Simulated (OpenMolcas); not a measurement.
**Ar V: effect of the active space**

| Quantity | Value |
| --- | --- |
| Program | OpenMolcas 26.06 |
| Method | CASSCF or its RAS form |
| Basis | ANO-RCC |
| Scalar Hamiltonian | DKH2, point nucleus |
| Spin-orbit coupling | RASSI with atomic mean-field integrals over the reference wave functions, term energies averaged over their components |

A. 4 electrons in 8 orbitals (3s 3p 4s 4p); 2S+1 = 3 even, 6 roots; 2S+1 = 1 even, 11 roots; 2S+1 = 5 odd, 1 root; 2S+1 = 3 odd, 9 roots; 2S+1 = 1 odd, 8 roots; cost of the order of 21 core-seconds
B. 2 electrons in 9 orbitals (RAS2 3p; RAS3 3d 4s, at most 1 electron); 2S+1 = 3 even, 3 roots; 2S+1 = 1 even, 6 roots; 2S+1 = 3 odd, 18 roots; 2S+1 = 1 odd, 18 roots; cost roughly 50 core-seconds
C. 4 electrons in 9 orbitals (RAS2 3s 3p; RAS3 3d, at most 2 electrons); 2S+1 = 3 even, 6 roots; 2S+1 = 1 even, 12 roots; 2S+1 = 5 odd, 1 root; 2S+1 = 3 odd, 9 roots; 2S+1 = 1 odd, 8 roots; cost about 40 core-seconds

Energies in cm-1 above 3s2 3p2 3P0, the measured ground level; measured values from Saloman, J. Phys. Chem. Ref. Data 39, 033101 (2010).

```json
{"Level": "3s2 3p2 3P0", "A": "0.0", "B": "0.0", "C": "0.0", "Measured": "0.0"}
{"Level": "3s2 3p2 3P1", "A": "702", "B": "696", "C": "673", "Measured": "763"}
{"Level": "3s2 3p2 3P2", "A": "1885", "B": "1908", "C": "1835", "Measured": "2029"}
{"Level": "3s2 3p2 1D2", "A": "19325", "B": "19545", "C": "18714", "Measured": "16299"}
{"Level": "3s2 3p2 1S0", "A": "35143", "B": "46643", "C": "41469", "Measured": "37912"}
```

Deviations, from unrounded energies. A percentage is the sum of absolute deviations over the sum of measured energies, with the sign that they share, or ± where signs differ.

| Against measurement | Levels | A | B | C |
| --- | --- | --- | --- | --- |
| mean absolute deviation (cm-1) | 4 | 1500 | 3000 | 1600 |
| fine structure of the ground term (%) | 2 | -7.3 | -6.7 | -10.2 |
| other terms of the ground configuration (%) | 2 | ±10.7 | +22.1 | +11.0 |

A, C lie about equally close to measurement and B furthest from it. The largest miss of A in the table is 3s2 3p2 1D2, by +3000 cm-1. The ranking rests on the paired levels alone, and a cruder setting can come out closer through cancelling errors.

Among A to C the level of the table that moves most is 3s2 3p2 1S0, by 12000 cm-1 (lowest in A, highest in B).

Active for correlation alone: 4p 4s; no level in the range computed is led by a configuration that fills them, so any true level of that kind is missing (holds for A). With the s shell closed, the reference lacks s² → p² mixing (holds for B). Active for correlation alone: 3d; no level in the range computed is led by a configuration that fills it, so any true level of that kind is missing (holds for C). Computed and measured levels are paired by configuration, term and J; levels that our copy of the source lacks, or whose pairing is in doubt (as where it misses far off the trend of its configuration), stay unpaired and out of the deviations. Only configurations of the active space appear. Levels that lie high or do not pair safely by name in every column are left out.
